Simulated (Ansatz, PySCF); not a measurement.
Gas-phase reaction (SMILES): [Br][GeH2][Br] [dibromogermane] + [GeH4] (GeH4) -> 2 [GeH3][Br] [bromogermane]; bond separation energy.

Structures are relaxed separately at B3LYP-D3(BJ)/def2-TZVP in Ansatz (a quantum-chemistry and plane-wave program). Valence correlation only, unless marked. Spin-orbit coupling is left out. The frozen core is the preceding noble-gas configuration, with the filled d and f shells of earlier blocks. Non-relativistic. Basis-set limits of correlation are two-point, X^-3; Hartree-Fock from the larger set. Thermal terms are rigid-rotor harmonic-oscillator values from B3LYP-D3(BJ) frequencies (Ansatz or PySCF) at 298.15 K and 1 atm. 1 Eh = 627.5095 kcal/mol.

| species | E, CCSD(T)/CBS(cc-pVTZ,cc-pVQZ) (Ansatz) (Eh) | E, r2SCAN-D4/def2-TZVPD (Ansatz + dftd4) (Eh) | H - E (Eh) |
|---|---|---|---|
| [Br][GeH2][Br] | -7222.17276 | -7226.56341 | 0.02353 |
| [GeH3][Br] | -4650.03924 | -4652.96828 | 0.02868 |
| [GeH4] (GeH4) | -2077.90558 | -2079.37415 | 0.03354 |

Task: Work out ΔE and ΔH at 298.15 K at the first level, then ΔH at the second.

Result: 
1. ΔE = [2×(-4650.03924)] - [(-7222.17276) + (-2077.90558)] = -0.00014 Eh = -0.1 kcal/mol at CCSD(T)/CBS(cc-pVTZ,cc-pVQZ).
2. The terms H - E add up to 0.00029 Eh, so ΔH = (-0.00014 + (0.00029))×627.5095 = 0.1 kcal/mol.
3. At r2SCAN-D4/def2-TZVPD the same steps give ΔE = 0.6 and ΔH = 0.8 kcal/mol, a shift of +0.7 from the first level.
4. These values are not checked against measurement here, since the tables used lack a sound gas-phase enthalpy of formation for at least one species.
